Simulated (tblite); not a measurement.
Compound: C2H12NPSi2.
Geometry (GFN2-xTB, Å), atoms numbered from 1 in this order:
```
atom  x, y, z in Å
C1    -3.5233    0.4164    0.0728
N2    -2.1306    0.6030   -0.2526
Si3   -0.8975   -0.4851    0.2400
C4     0.7246    0.2938   -0.3474
Si5    2.2552   -0.7061    0.1319
P6     4.0453    0.4453   -0.5877
H7    -3.5924   -0.0128    1.0693
H8    -4.0317   -0.2576   -0.6251
H9    -4.0436    1.3758    0.0672
H10   -2.0179    1.0865   -1.1314
H11   -0.9931   -1.8551   -0.2939
H12   -0.9809   -0.5489    1.7009
H13    0.8082    1.3020    0.0578
H14    0.7111    0.4055   -1.4316
H15    2.2930   -0.9491    1.5798
H16    2.2958   -2.0040   -0.5506
H17    4.9775   -0.4059   -0.0268
H18    4.0915    1.3025    0.4957
```

Computed values, GFN2-xTB/tblite, gas phase, harmonic and unscaled. The method is semi-empirical: single wavenumbers can be off by several per cent or more. Modes of hydrogen on phosphorus and silicon can be 10 to 20 % off. One conformer, not necessarily the lowest.

Harmonic wavenumbers (cm⁻¹): 33.7, 39.2, 65.7, 92.3, 99.0, 131.0, 159.4, 179.1, 300.1, 403.2, 478.1, 482.8, 489.6, 537.4, 585.8, 627.8, 678.6, 696.2, 706.9, 717.9, 747.1, 783.7, 809.1, 824.9, 839.4, 1007.4, 1064.0, 1109.5, 1133.3, 1150.6, 1163.0, 1361.7, 1422.1, 1449.7, 1492.2, 1503.1, 2163.1, 2200.3, 2221.0, 2249.9, 2307.3, 2396.6, 2911.6, 2974.0, 2977.4, 2984.9, 3035.4, 3438.6.

A = 7074, B = 538.2, C = 511.5 MHz; mass 137.025 u (most abundant isotopes); point group C1, symmetry number 1.

Question: Zero-point energy?

Answer: ½Σν̃ = 28612 cm⁻¹ = 342.28 kJ/mol.

Question: Entropy at 400 K, 1 bar (ideal gas, RRHO, classical rotation)?

Answer: Translation 176.33, rotation 127.06, vibration 209.88: S = 513.3 J/(mol K).

Question: And Cp and H(400 K) − H(0)?

Answer: Cp = 215.15 J/(mol K), of which vibrations give 181.89 (their classical limit is 48 R = 399.1); H(400 K) − H(0) = 53.31 kJ/mol without the zero-point energy, 40.01 from vibrations.

Question: Blend soft modes into free rotors: weight 1/[1 + (100 cm⁻¹/ν̃)⁴] for the oscillator and the rest for a rotor with moment μB/(μ + B), μ = h/(8π²ν), B = 10⁻⁴⁴ kg m². What vibrational entropy results?

Answer: 184.63 J/(mol K) in place of 209.88, which changes −T·S at 400 K by +10.10 kJ/mol.

Question: How do the functions run with temperature in this model?

Answer: 
```json
{"T (K)": "50", "S (J/(mol K))": "261.0", "Cp (J/(mol K))": "69.9", "H − H(0) (kJ/mol)": "2.50", "G − H(0) (kJ/mol)": "-10.55", "ln q(vib)": "1.20"}
{"T (K)": "100", "S (J/(mol K))": "317.2", "Cp (J/(mol K))": "92.8", "H − H(0) (kJ/mol)": "6.62", "G − H(0) (kJ/mol)": "-25.10", "ln q(vib)": "3.24"}
{"T (K)": "298.15", "S (J/(mol K))": "455.7", "Cp (J/(mol K))": "177.4", "H − H(0) (kJ/mol)": "33.25", "G − H(0) (kJ/mol)": "-102.60", "ln q(vib)": "10.07"}
{"T (K)": "373.15", "S (J/(mol K))": "498.6", "Cp (J/(mol K))": "206.0", "H − H(0) (kJ/mol)": "47.66", "G − H(0) (kJ/mol)": "-138.40", "ln q(vib)": "12.40"}
{"T (K)": "500", "S (J/(mol K))": "564.6", "Cp (J/(mol K))": "245.1", "H − H(0) (kJ/mol)": "76.38", "G − H(0) (kJ/mol)": "-205.92", "ln q(vib)": "16.15"}
{"T (K)": "750", "S (J/(mol K))": "675.0", "Cp (J/(mol K))": "299.4", "H − H(0) (kJ/mol)": "144.92", "G − H(0) (kJ/mol)": "-361.35", "ln q(vib)": "22.94"}
{"T (K)": "1000", "S (J/(mol K))": "766.4", "Cp (J/(mol K))": "335.6", "H − H(0) (kJ/mol)": "224.58", "G − H(0) (kJ/mol)": "-541.86", "ln q(vib)": "29.02"}
```

q(vib) and H(0) count from the zero-point level.

Question: What must be added to the electronic energy to get the Gibbs energy at 400 K and 1 bar?

Answer: ZPE + [H(400 K) − H(0)] − T·S = 342.28 + 53.31 − 205.30 = 190.29 kJ/mol.

Question: Which modes carry the vibrational entropy at 400 K?

Answer: 33.7 cm⁻¹: 25.86; 39.2 cm⁻¹: 24.61; 65.7 cm⁻¹: 20.33; 92.3 cm⁻¹: 17.52; 99.0 cm⁻¹: 16.94; 131.0 cm⁻¹: 14.65 J/(mol K); the other 42 give 89.96 together.

Hindered rotation and anharmonicity are outside this model. Other conformers, if any are populated, would add a mixing term that is left out. The structure is chiral; the term R ln 2 for an equal mix with its mirror image is left out.

Hardware: Intel Xeon at 2.70 GHz, one thread (shared host). Cost: 1.3 s wall. This covers the Hessian and the dipole derivatives.
